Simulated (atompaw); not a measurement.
# Before and after: PAW (atompaw) potential for niobium (Nb)

atompaw 4.2.0.5 input, output lines left out:

```
Nb 41
GGA-PBE scalarrelativistic loggrid 1500 logderivrange -7 5 301
5 5 4 0 0 0
5 0 0
5 1 0
4 2 4
0 0 0
c
c
c
v
v
c
c
v
v
c
v
2
2.60 2.05 2.40 1.70
n
n
y
0.9
n
custom polynom2 7 10 vanderbiltortho besselshape
3 1 troulliermartins
1.75
2.60
1.60
2.60
2.60
2.60
```

All-electron outer shells of the reference configuration (PBE, scalar-relativistic, ld1.x):

```json
{"shell": "3d", "level (eV)": "-202.64", "outermost node (bohr)": "–", "outermost maximum (bohr)": "0.33"}
{"shell": "4s", "level (eV)": "-64.81", "outermost node (bohr)": "0.53", "outermost maximum (bohr)": "1.04"}
{"shell": "4p", "level (eV)": "-40.97", "outermost node (bohr)": "0.54", "outermost maximum (bohr)": "1.12"}
{"shell": "5s", "level (eV)": "-9.42", "outermost node (bohr)": "1.40", "outermost maximum (bohr)": "2.93"}
{"shell": "4d", "level (eV)": "-9.31", "outermost node (bohr)": "0.55", "outermost maximum (bohr)": "1.49"}
{"shell": "5p", "level (eV)": "-5.75", "outermost node (bohr)": "1.61", "outermost maximum (bohr)": "3.71"}
```

Change: all radii scaled by about 0.82 (s 1.44, p 1.32, d 2.12 bohr); local potential troulliermartins scheme with l = 3 at 1 Ry, radius 1.96 bohr; augmentation besselshape compensation charge, radius 1.68 bohr; PAW radius 2.12 bohr; waves and projectors: custom polynom2 7 10 vanderbiltortho; core correction smooth core density matched at 1.40 bohr.

Cutoffs: the cutoffs (Ry, on a coarse ladder) from which the occupation-weighted sum of valence levels, in a spherical-Bessel basis at the reference potential, stays within 10 and 1 mRy of its value at 400 Ry; they do not see the model core or the augmentation charge, which bear on the density cutoff.

Problem. What does the change do?

Solution. The potential gets softer (30 Ry and 90 Ry → 25 Ry and 70 Ry); neither file shows a bound ghost.

| quantity | base | changed |
| --- | --- | --- |
| cutoff, loose | 30 Ry | 25 Ry |
| cutoff, tight | 90 Ry | 70 Ry |
| loose cutoff by channel (10 mRy a level) | s 15 Ry, p 18 Ry, d 15 Ry | s 12 Ry, p 21 Ry, d 18 Ry |
| bound ghosts | none | none |
| lowest overlap eigenvalue by channel | s 0.33, p 0.46, d 0.91 | s 0.61, p 0.70, d 0.92 |

 The cutoffs see the waves, projectors and local potential, not the compensation charge or the core.
